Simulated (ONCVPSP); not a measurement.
# u(r) = r·R(r): atom against pseudo-atom (O)

Columns: radius, all-electron u(r) and pseudo u(r) of the 2p shell (level -43.24 eV) of oxygen in the configuration [He] 2s2 2p2; PBE, scalar-relativistic, ONCV scheme, ONCVPSP 4.0.1.

```tsv
r (bohr)	all-electron	pseudo
0.057	0.0481	0.0230
0.115	0.1568	0.0903
0.172	0.2861	0.1921
0.230	0.4195	0.3202
0.288	0.5434	0.4596
0.345	0.6503	0.5947
0.402	0.7403	0.7169
0.460	0.8147	0.8199
0.518	0.8726	0.8970
0.575	0.9141	0.9478
0.632	0.9418	0.9766
0.690	0.9571	0.9871
0.747	0.9613	0.9833
0.805	0.9561	0.9695
0.862	0.9434	0.9499
0.920	0.9239	0.9262
0.977	0.8998	0.9003
1.035	0.8712	0.8712
1.092	0.8401	0.8401
1.150	0.8063	0.8063
1.208	0.7711	0.7710
1.265	0.7356	0.7355
1.322	0.6997	0.6997
1.380	0.6634	0.6633
1.438	0.6274	0.6274
1.495	0.5927	0.5927
```

Task: How many radial nodes do the two functions have?

Result: The all-electron 2p function has n − l − 1 = 0; the pseudo-wave has 0.

Task: At about which radius was the pseudo-wave matched?

Result: 1.15 bohr. The columns agree to 0.0005 from 0.98 bohr on; several derivatives are matched, so the curves merge somewhat inside the radius.

Task: Where does each function peak?

Result: Outermost all-electron maximum near 0.75 bohr, pseudo maximum near 0.69 bohr (to the table’s step).

Task: Is the pseudo-wave norm-conserving?

Result: Yes: the ONCV scheme keeps the norm inside the radius equal to the all-electron one, which fixes the energy derivative of the logarithmic derivative at the level.
